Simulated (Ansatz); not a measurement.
Relaxation of C₃H₁₁FSi (16 atoms, charge 0, multiplicity 1), to a largest force component of 0.03 eV/Å in at most 50 steps.

Level of theory: RKS r2SCAN/6-31G* in Ansatz.

```xyz
16
Properties=species:S:1:pos:R:3:forces:R:3
Si 0.282 -0.134 0.059 -0.92 -0.69 -0.13
H 1.594 0.449 0.289 0.91 0.47 0.15
C 0.529 -2.002 0.159 -0.02 0.00 0.00
C -0.330 0.337 -1.655 0.01 0.00 -0.01
C -0.904 0.429 1.407 0.01 0.00 0.00
H 1.347 2.347 0.163 0.93 -0.67 0.18
F 0.586 2.840 0.020 -0.90 0.88 -0.18
H 1.234 -2.357 -0.603 0.00 0.00 0.00
H 0.916 -2.307 1.139 0.00 0.00 0.00
H -0.421 -2.529 0.001 0.00 -0.01 0.00
H -0.527 1.412 -1.715 0.00 0.02 -0.01
H 0.409 0.084 -2.427 -0.02 -0.01 0.00
H -1.257 -0.199 -1.895 0.00 0.00 -0.01
H -0.511 0.203 2.406 -0.01 -0.01 0.00
H -1.872 -0.080 1.307 0.01 0.00 0.00
H -1.075 1.508 1.344 0.00 0.01 0.01
```

Problem. Where does it end, and by what steps?

Solution. The run converged. After 9 steps the energy has fallen by 0.085 eV; F7 moved furthest, 0.21 Å.

```tsv
step	energy less start (eV)	largest force component (eV/Å)	accepted
0	0.0000	0.927	yes
1	-0.0578	0.822	yes
2	-0.0669	0.831	yes
3	-0.0767	0.425	yes
4	-0.0589	0.469	no
5	-0.0809	0.326	yes
6	-0.0680	0.416	no
7	-0.0844	0.056	yes
8	-0.0847	0.031	yes
9	-0.0848	0.010	yes
```

```xyz
16
Properties=species:S:1:pos:R:3
Si 0.256 -0.184 0.054
H 1.586 0.501 0.282
C 0.561 -2.037 0.166
C -0.349 0.322 -1.652
C -0.919 0.413 1.393
H 1.257 2.309 0.165
F 0.674 3.034 0.034
H 1.278 -2.373 -0.593
H 0.954 -2.321 1.150
H -0.373 -2.593 0.009
H -0.434 1.414 -1.710
H 0.338 -0.008 -2.441
H -1.336 -0.108 -1.867
H -0.568 0.134 2.395
H -1.922 -0.011 1.260
H -1.004 1.506 1.355
```

Whether the end is a true minimum wasn't checked by a vibrational analysis.

The run took 16 s on 2 threads of AMD EPYC 9R45 96-Core Processor (Zen 5), on a shared host, peak memory 0.19 GiB.
